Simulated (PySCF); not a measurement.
CH4AlFOSe, SMILES [O]([Al]([F])[SeH])C.

Geometry: PBE0-D3(BJ)/def2-SVP. One conformer was computed; it need not be the lowest.

Two levels are set side by side: PBE/def2-TZVP (PySCF) and ωB97X/def2-TZVP (PySCF). Same geometry, gas phase. Differences are taken from unrounded values.

| quantity | ωB97X | PBE | PBE minus ωB97X |
|---|---|---|---|
| orbital gap (eV) | 10.94 | 4.72 | -6.22 |
| highest occupied level (eV) | -9.75 | -6.33 | 3.43 |
| lowest empty level (eV) | 1.19 | -1.60 | -2.79 |
| dipole moment (D) | 1.01 | 0.91 | -0.10 |
| mean polarisability (bohr³) | 63.3 | 68.0 | 4.7 |

PBE's occupied levels lie high since its potential decays too fast outside the molecule; exact exchange lowers them and widens the gap. Loosely held outer electrons make PBE densities more polarisable. Differences between two approximate levels are no errors against the true value.

Rough cost on one machine, each run with all the roots and properties that it gave: ωB97X against PBE within a factor of 2.
